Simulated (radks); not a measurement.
The numbers below are computed, except where a source is named.
Question: Excited configurations of neutral hydrogen: one electron is placed in a higher orbital outside the bare nucleus. The ground configuration is 1s1. Level of theory: scalar-relativistic Kohn-Sham, PBE, spin-polarised, spherical densities, finite nucleus; open shells are filled with parallel spins first; Gaussian nuclear charge, rms radius 0.8783 fm (a radial shooting solver on a logarithmic mesh with Libxc functionals). Excitation = E - E(ground); binding = E(ion) - E, where the ion is the core of charge +1; n* = 1/sqrt(2 binding) in atomic units, and the quantum defect is n - n*.

| outer orbital | excitation (eV) | binding (eV) | n* | quantum defect | eigenvalue (eV) | <r> (bohr) |
|---|---|---|---|---|---|---|
| 4p | 12.581 | 1.024 | 3.645 | 0.355 | -0.662 | 20.82 |
| 4f | 12.643 | 0.962 | 3.760 | 0.240 | -0.482 | 16.83 |
| 5f | 12.939 | 0.667 | 4.518 | 0.482 | -0.405 | 28.67 |

Estimate the row for 2p.

Answer: excitation (eV) 10.116; binding (eV) 3.489; n* 1.975; quantum defect 0.025; eigenvalue (eV) -1.751; <r> (bohr) 4.973. The Delta-SCF ionisation energy is 13.606 eV (NIST Atomic Spectra Database: 13.598 eV, theoretical). Self-interaction in the functional shifts the binding energies and quantum defects, so they are the method's values and not measured ones.
